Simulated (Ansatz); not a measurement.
**Molecular dynamics of CH4Cl2Si**

input.yaml

```yaml
crystal:
  periodic: [false, false, false]
  atoms:
    - { symbol: Si, position_ang: [-0.031959, 0.020827, -0.012261] }
    - { symbol: C, position_ang: [0.038878, -0.012031, 1.90041] }
    - { symbol: H, position_ang: [-0.419418, -0.993955, 2.156708] }
    - { symbol: H, position_ang: [1.070673, -0.026858, 2.31492] }
    - { symbol: H, position_ang: [-0.554249, 0.8428, 2.264742] }
    - { symbol: Cl, position_ang: [1.93796, 0.101036, -0.711718] }
    - { symbol: H, position_ang: [-0.765558, 1.177879, -0.524419] }
    - { symbol: Cl, position_ang: [-0.857836, -1.741306, -0.709018] }
basis:
  gaussian: { orbitals: STO-3G }
hamiltonian:
  xc: pbe
md:
  timestep: 0.5
  n_steps: 166
  ensemble: nvt_langevin
  temperature: 700.0
  initial_velocities: maxwell_boltzmann
  seed: 774576
  friction: 0.02
```

Run as:

```bash
$ ansatz run input.yaml --threads 1 --pin off --max-ram 2048MiB --backend cpu --events-out ev --progress --plain --runs-dir out
```

It goes on from the last frame of an earlier run, with new velocities.

Output, in part (one step line in 2, the closing report, with atoms numbered from 0):

```
md step     0: t =     0.00 fs  T =   612.5 K  F+E_penalty+E_count = -33634.27502551 eV  E_kin = 0.633374 eV  (20 SCF iters)
md step     2: t =     1.00 fs  T =   517.1 K  F+E_penalty+E_count = -33634.20323146 eV  E_kin = 0.534681 eV  (22 SCF iters)
md step     4: t =     2.00 fs  T =   437.0 K  F+E_penalty+E_count = -33634.12700229 eV  E_kin = 0.451876 eV  (22 SCF iters)
md step     6: t =     3.00 fs  T =   463.3 K  F+E_penalty+E_count = -33634.10748915 eV  E_kin = 0.479127 eV  (22 SCF iters)
md step     8: t =     4.00 fs  T =   487.4 K  F+E_penalty+E_count = -33634.11130603 eV  E_kin = 0.504008 eV  (22 SCF iters)
md step    10: t =     5.00 fs  T =   495.8 K  F+E_penalty+E_count = -33634.09102829 eV  E_kin = 0.512684 eV  (22 SCF iters)
md step    12: t =     6.00 fs  T =   554.4 K  F+E_penalty+E_count = -33634.06113145 eV  E_kin = 0.573293 eV  (22 SCF iters)
md step    14: t =     7.00 fs  T =   539.4 K  F+E_penalty+E_count = -33634.07077405 eV  E_kin = 0.557821 eV  (22 SCF iters)
md step    16: t =     8.00 fs  T =   568.4 K  F+E_penalty+E_count = -33634.11274061 eV  E_kin = 0.587736 eV  (22 SCF iters)
md step    18: t =     9.00 fs  T =   549.9 K  F+E_penalty+E_count = -33634.12158009 eV  E_kin = 0.568656 eV  (21 SCF iters)
md step    20: t =    10.00 fs  T =   539.4 K  F+E_penalty+E_count = -33634.09808845 eV  E_kin = 0.557807 eV  (22 SCF iters)
md step    22: t =    11.00 fs  T =   502.9 K  F+E_penalty+E_count = -33634.07548202 eV  E_kin = 0.519988 eV  (22 SCF iters)
md step    24: t =    12.00 fs  T =   496.3 K  F+E_penalty+E_count = -33634.06564587 eV  E_kin = 0.513168 eV  (22 SCF iters)
md step    26: t =    13.00 fs  T =   444.6 K  F+E_penalty+E_count = -33634.08295507 eV  E_kin = 0.459754 eV  (22 SCF iters)
md step    28: t =    14.00 fs  T =   426.2 K  F+E_penalty+E_count = -33634.11596126 eV  E_kin = 0.440733 eV  (23 SCF iters)
md step    30: t =    15.00 fs  T =   461.1 K  F+E_penalty+E_count = -33634.14431669 eV  E_kin = 0.476764 eV  (22 SCF iters)
md step    32: t =    16.00 fs  T =   533.2 K  F+E_penalty+E_count = -33634.16712729 eV  E_kin = 0.551413 eV  (22 SCF iters)
md step    34: t =    17.00 fs  T =   555.1 K  F+E_penalty+E_count = -33634.19299946 eV  E_kin = 0.573979 eV  (22 SCF iters)
md step    36: t =    18.00 fs  T =   687.8 K  F+E_penalty+E_count = -33634.23882043 eV  E_kin = 0.711229 eV  (23 SCF iters)
md step    38: t =    19.00 fs  T =   769.9 K  F+E_penalty+E_count = -33634.28428108 eV  E_kin = 0.796173 eV  (23 SCF iters)
md step    40: t =    20.00 fs  T =   822.8 K  F+E_penalty+E_count = -33634.29959039 eV  E_kin = 0.850847 eV  (23 SCF iters)
md step    42: t =    21.00 fs  T =   775.4 K  F+E_penalty+E_count = -33634.28548932 eV  E_kin = 0.801777 eV  (22 SCF iters)
md step    44: t =    22.00 fs  T =   617.7 K  F+E_penalty+E_count = -33634.25415997 eV  E_kin = 0.638705 eV  (22 SCF iters)
md step    46: t =    23.00 fs  T =   601.0 K  F+E_penalty+E_count = -33634.20787732 eV  E_kin = 0.621458 eV  (23 SCF iters)
md step    48: t =    24.00 fs  T =   530.2 K  F+E_penalty+E_count = -33634.13314617 eV  E_kin = 0.548270 eV  (23 SCF iters)
md step    50: t =    25.00 fs  T =   412.5 K  F+E_penalty+E_count = -33634.06086751 eV  E_kin = 0.426543 eV  (19 SCF iters)
md step    52: t =    26.00 fs  T =   421.9 K  F+E_penalty+E_count = -33634.01523403 eV  E_kin = 0.436314 eV  (19 SCF iters)
md step    54: t =    27.00 fs  T =   409.6 K  F+E_penalty+E_count = -33633.99544929 eV  E_kin = 0.423566 eV  (19 SCF iters)
md step    56: t =    28.00 fs  T =   423.6 K  F+E_penalty+E_count = -33633.97334143 eV  E_kin = 0.438066 eV  (19 SCF iters)
md step    58: t =    29.00 fs  T =   445.1 K  F+E_penalty+E_count = -33633.94077352 eV  E_kin = 0.460246 eV  (18 SCF iters)
md step    60: t =    30.00 fs  T =   401.1 K  F+E_penalty+E_count = -33633.90080983 eV  E_kin = 0.414752 eV  (18 SCF iters)
md step    62: t =    31.00 fs  T =   349.0 K  F+E_penalty+E_count = -33633.87433945 eV  E_kin = 0.360912 eV  (18 SCF iters)
md step    64: t =    32.00 fs  T =   309.5 K  F+E_penalty+E_count = -33633.87348863 eV  E_kin = 0.320025 eV  (18 SCF iters)
md step    66: t =    33.00 fs  T =   352.8 K  F+E_penalty+E_count = -33633.88418550 eV  E_kin = 0.364869 eV  (24 SCF iters)
md step    68: t =    34.00 fs  T =   405.6 K  F+E_penalty+E_count = -33633.87323191 eV  E_kin = 0.419425 eV  (24 SCF iters)
md step    70: t =    35.00 fs  T =   379.7 K  F+E_penalty+E_count = -33633.84627820 eV  E_kin = 0.392631 eV  (24 SCF iters)
md step    72: t =    36.00 fs  T =   435.2 K  F+E_penalty+E_count = -33633.82681938 eV  E_kin = 0.450076 eV  (19 SCF iters)
md step    74: t =    37.00 fs  T =   465.8 K  F+E_penalty+E_count = -33633.86029095 eV  E_kin = 0.481629 eV  (24 SCF iters)
md step    76: t =    38.00 fs  T =   493.3 K  F+E_penalty+E_count = -33633.91948378 eV  E_kin = 0.510163 eV  (24 SCF iters)
md step    78: t =    39.00 fs  T =   511.9 K  F+E_penalty+E_count = -33633.93077996 eV  E_kin = 0.529334 eV  (22 SCF iters)
md step    80: t =    40.00 fs  T =   473.2 K  F+E_penalty+E_count = -33633.90307689 eV  E_kin = 0.489369 eV  (25 SCF iters)
md step    82: t =    41.00 fs  T =   444.2 K  F+E_penalty+E_count = -33633.87538146 eV  E_kin = 0.459387 eV  (24 SCF iters)
md step    84: t =    42.00 fs  T =   416.1 K  F+E_penalty+E_count = -33633.89643655 eV  E_kin = 0.430229 eV  (19 SCF iters)
md step    86: t =    43.00 fs  T =   519.1 K  F+E_penalty+E_count = -33633.95035547 eV  E_kin = 0.536811 eV  (25 SCF iters)
md step    88: t =    44.00 fs  T =   568.0 K  F+E_penalty+E_count = -33633.95440823 eV  E_kin = 0.587358 eV  (24 SCF iters)
md step    90: t =    45.00 fs  T =   533.5 K  F+E_penalty+E_count = -33633.87322544 eV  E_kin = 0.551660 eV  (25 SCF iters)
md step    92: t =    46.00 fs  T =   496.0 K  F+E_penalty+E_count = -33633.82662455 eV  E_kin = 0.512944 eV  (19 SCF iters)
md step    94: t =    47.00 fs  T =   479.9 K  F+E_penalty+E_count = -33633.87140816 eV  E_kin = 0.496300 eV  (23 SCF iters)
md step    96: t =    48.00 fs  T =   638.6 K  F+E_penalty+E_count = -33633.95764880 eV  E_kin = 0.660402 eV  (23 SCF iters)
md step    98: t =    49.00 fs  T =   620.2 K  F+E_penalty+E_count = -33633.97657218 eV  E_kin = 0.641310 eV  (22 SCF iters)
md step   100: t =    50.00 fs  T =   656.3 K  F+E_penalty+E_count = -33633.92008521 eV  E_kin = 0.678661 eV  (23 SCF iters)
md step   102: t =    51.00 fs  T =   527.2 K  F+E_penalty+E_count = -33633.89716258 eV  E_kin = 0.545150 eV  (23 SCF iters)
md step   104: t =    52.00 fs  T =   697.5 K  F+E_penalty+E_count = -33633.98822334 eV  E_kin = 0.721276 eV  (23 SCF iters)
md step   106: t =    53.00 fs  T =   841.6 K  F+E_penalty+E_count = -33634.06075965 eV  E_kin = 0.870235 eV  (23 SCF iters)
md step   108: t =    54.00 fs  T =   694.9 K  F+E_penalty+E_count = -33634.01435281 eV  E_kin = 0.718612 eV  (23 SCF iters)
md step   110: t =    55.00 fs  T =   543.6 K  F+E_penalty+E_count = -33633.90470804 eV  E_kin = 0.562114 eV  (23 SCF iters)
md step   112: t =    56.00 fs  T =   481.4 K  F+E_penalty+E_count = -33633.85454497 eV  E_kin = 0.497787 eV  (23 SCF iters)
md step   114: t =    57.00 fs  T =   569.9 K  F+E_penalty+E_count = -33633.89399778 eV  E_kin = 0.589339 eV  (22 SCF iters)
md step   116: t =    58.00 fs  T =   625.9 K  F+E_penalty+E_count = -33633.94545766 eV  E_kin = 0.647258 eV  (22 SCF iters)
md step   118: t =    59.00 fs  T =   641.2 K  F+E_penalty+E_count = -33633.92299020 eV  E_kin = 0.663064 eV  (21 SCF iters)
md step   120: t =    60.00 fs  T =   555.1 K  F+E_penalty+E_count = -33633.76043220 eV  E_kin = 0.574007 eV  (23 SCF iters)
md step   122: t =    61.00 fs  T =   401.9 K  F+E_penalty+E_count = -33633.61693960 eV  E_kin = 0.415606 eV  (22 SCF iters)
md step   124: t =    62.00 fs  T =   505.2 K  F+E_penalty+E_count = -33633.68928987 eV  E_kin = 0.522458 eV  (24 SCF iters)
md step   126: t =    63.00 fs  T =   541.7 K  F+E_penalty+E_count = -33633.81656671 eV  E_kin = 0.560178 eV  (24 SCF iters)
md step   128: t =    64.00 fs  T =   582.4 K  F+E_penalty+E_count = -33633.82942429 eV  E_kin = 0.602266 eV  (23 SCF iters)
md step   130: t =    65.00 fs  T =   510.0 K  F+E_penalty+E_count = -33633.73194055 eV  E_kin = 0.527373 eV  (23 SCF iters)
md step   132: t =    66.00 fs  T =   451.9 K  F+E_penalty+E_count = -33633.66574162 eV  E_kin = 0.467305 eV  (23 SCF iters)
md step   134: t =    67.00 fs  T =   470.0 K  F+E_penalty+E_count = -33633.70814034 eV  E_kin = 0.486042 eV  (23 SCF iters)
md step   136: t =    68.00 fs  T =   599.5 K  F+E_penalty+E_count = -33633.80206741 eV  E_kin = 0.619882 eV  (23 SCF iters)
md step   138: t =    69.00 fs  T =   579.5 K  F+E_penalty+E_count = -33633.82392936 eV  E_kin = 0.599212 eV  (23 SCF iters)
md step   140: t =    70.00 fs  T =   577.8 K  F+E_penalty+E_count = -33633.71106846 eV  E_kin = 0.597499 eV  (22 SCF iters)
md step   142: t =    71.00 fs  T =   484.3 K  F+E_penalty+E_count = -33633.52886874 eV  E_kin = 0.500794 eV  (22 SCF iters)
md step   144: t =    72.00 fs  T =   563.7 K  F+E_penalty+E_count = -33633.56945698 eV  E_kin = 0.582920 eV  (22 SCF iters)
md step   146: t =    73.00 fs  T =   742.4 K  F+E_penalty+E_count = -33633.75894146 eV  E_kin = 0.767715 eV  (22 SCF iters)
md step   148: t =    74.00 fs  T =   796.1 K  F+E_penalty+E_count = -33633.83170116 eV  E_kin = 0.823267 eV  (22 SCF iters)
md step   150: t =    75.00 fs  T =   739.7 K  F+E_penalty+E_count = -33633.74210960 eV  E_kin = 0.764895 eV  (22 SCF iters)
md step   152: t =    76.00 fs  T =   705.0 K  F+E_penalty+E_count = -33633.64910714 eV  E_kin = 0.728994 eV  (22 SCF iters)
md step   154: t =    77.00 fs  T =   656.7 K  F+E_penalty+E_count = -33633.65827608 eV  E_kin = 0.679076 eV  (22 SCF iters)
md step   156: t =    78.00 fs  T =   775.7 K  F+E_penalty+E_count = -33633.76621413 eV  E_kin = 0.802085 eV  (22 SCF iters)
md step   158: t =    79.00 fs  T =   826.4 K  F+E_penalty+E_count = -33633.86630628 eV  E_kin = 0.854543 eV  (22 SCF iters)
md step   160: t =    80.00 fs  T =   743.6 K  F+E_penalty+E_count = -33633.88011998 eV  E_kin = 0.768970 eV  (23 SCF iters)
md step   162: t =    81.00 fs  T =   642.1 K  F+E_penalty+E_count = -33633.80108774 eV  E_kin = 0.663933 eV  (24 SCF iters)
md step   164: t =    82.00 fs  T =   642.6 K  F+E_penalty+E_count = -33633.79472475 eV  E_kin = 0.664459 eV  (24 SCF iters)
md step   166: t =    83.00 fs  T =   730.3 K  F+E_penalty+E_count = -33633.88263166 eV  E_kin = 0.755178 eV  (22 SCF iters)
Total energy: -33633.88265339 eV, -1236.0223896475 hartree
Atom 0 at     0.122509    -0.106226    -0.164841 Å, force    -2.264234     0.026850    -0.647907 eV/Å
Atom 1 at     0.076596     0.272222     1.681593 Å, force    -0.708375     0.357953    -1.079348 eV/Å
Atom 2 at    -0.567264    -0.344317     2.296828 Å, force    -0.348273    -0.717267     0.130777 eV/Å
Atom 3 at     1.028853     0.365829     2.119720 Å, force     2.323584    -0.760944     0.791212 eV/Å
Atom 4 at    -0.250628     1.287964     1.802148 Å, force    -1.082312     1.226686    -0.217767 eV/Å
Atom 5 at     2.018297     0.210791    -0.969185 Å, force     0.694331    -0.521252    -0.021701 eV/Å
Atom 6 at    -0.648003     0.805463    -1.060685 Å, force     0.244794    -0.163152     0.804890 eV/Å
Atom 7 at    -1.075809    -1.893197    -0.539596 Å, force     1.140486     0.551125     0.239845 eV/Å
Dipole moment:    -0.069106     0.375036     0.431650 e Å
```

The run went to its last step. The mean temperature of the second half is 14 % below the set value. A run of 0.083 ps of so small a system gives no equilibrium averages. Limits of this set-up: minimal basis.

The same pairs are bonded in the first frame and the last. Pairs count as bonded within 1.25 times the sum of covalent radii (0.12 Å more for H–H).

Last frame:

```xyz
8
Properties=species:S:1:pos:R:3
Si 0.122 -0.106 -0.165
C 0.077 0.272 1.682
H -0.567 -0.344 2.297
H 1.029 0.366 2.120
H -0.251 1.288 1.802
Cl 2.018 0.211 -0.969
H -0.648 0.805 -1.061
Cl -1.076 -1.893 -0.540
```

Time of the run: 4.5 min on 1 thread of Arm Neoverse V1 (shared host), peak memory 0.087 GiB.
